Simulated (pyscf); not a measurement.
Hydrogen shift: H₂As–In [singlet] → HAs=InH

Gas phase, singlet surface, charge 0. Bonds broken: As2–H3. Bonds formed: In1–H3. PySCF, gas phase, ωB97X-D3(BJ)/def2-SVP geometries. MP2 and CC: frozen core, UHF for open shells. ΔMP2 is the change of the MP2 total energy from the triple- to the quadruple-zeta basis.

Transition state (Å):

```xyz
4

In     0.4234    -0.2991     0.3119
As    -2.0364    -0.0318     0.8516
H     -0.3184    -1.7544    -0.4827
H     -1.9934     0.6175    -0.5368
```

One imaginary mode, 868i cm⁻¹; descent along it reached the two sides named.

```csv
bond,change,reactant side (Å),saddle,product side
As2–H3,breaks,1.529,2.8,4.1
In1–H3,forms,3.0,1.816,1.708
```

Electronic energies relative to the reactant's lowest minimum found (kcal/mol):

```
level                             barrier  reaction energy  reverse barrier
--------------------------------  -------  ---------------  ---------------
ωB97X-D3(BJ)/def2-TZVP               59.2            +21.6             37.6
PBE/def2-TZVP                        48.3            +19.8             28.5
r²SCAN/def2-TZVP                     50.7            +18.8             31.9
B3LYP-D3(BJ)/def2-TZVP               52.7            +23.3             29.4
PBE0-D3(BJ)/def2-TZVP                53.5            +20.9             32.6
M06-2X/def2-TZVP                     56.8            +20.5             36.3
ωB97M-D3(BJ)/def2-TZVP               56.9            +22.4             34.5
HF/def2-TZVP                         64.2            +24.6             39.5
MP2/def2-QZVPP                       56.1            +20.8             35.3
CCSD/def2-TZVPP                      54.6            +22.1             32.5
CCSD(T)/def2-TZVPP                   50.1            +20.3             29.7
CCSD(T)/def2-TZVPP + ΔMP2(QZVPP)     50.0            +20.7             29.3
```

With CCSD(T)/def2-TZVPP + ΔMP2(QZVPP) energies and thermal terms (ideal gas, 1 atm, RRHO with modes under 100 cm⁻¹ raised to 100, one conformer, R ln 2 for rigid chiral ones), in kcal/mol:

```json
[
 {"T (K)": "298", "ΔH‡": "47.8", "ΔG‡": "47.6", "ΔH": "+19.7", "ΔG": "+20.1"},
 {"T (K)": "600", "ΔH‡": "47.5", "ΔG‡": "47.6", "ΔH": "+19.9", "ΔG": "+20.5"},
 {"T (K)": "900", "ΔH‡": "47.2", "ΔG‡": "47.7", "ΔH": "+20.1", "ΔG": "+20.7"},
 {"T (K)": "1200", "ΔH‡": "46.8", "ΔG‡": "48.0", "ΔH": "+20.2", "ΔG": "+20.9"}
]
```

This is the saddle that the search found; another between the same sides may lie lower. A restricted solution here is unstable towards spin polarisation, so biradical character is likely and single-reference numbers are less safe. The CCSD(T) − MP2 part came from Ansatz, without density fitting, on the same reference. The frozen core leaves the outer d or s,p core shells of the metals and heavy elements correlated in the MP2 and CC values, and def2-TZVPP describes them poorly, which can shift differences by a few kcal/mol. Elements up to Kr have no core potential and no relativistic terms here. Elements past Kr carry the def2 core potentials, without spin-orbit coupling.
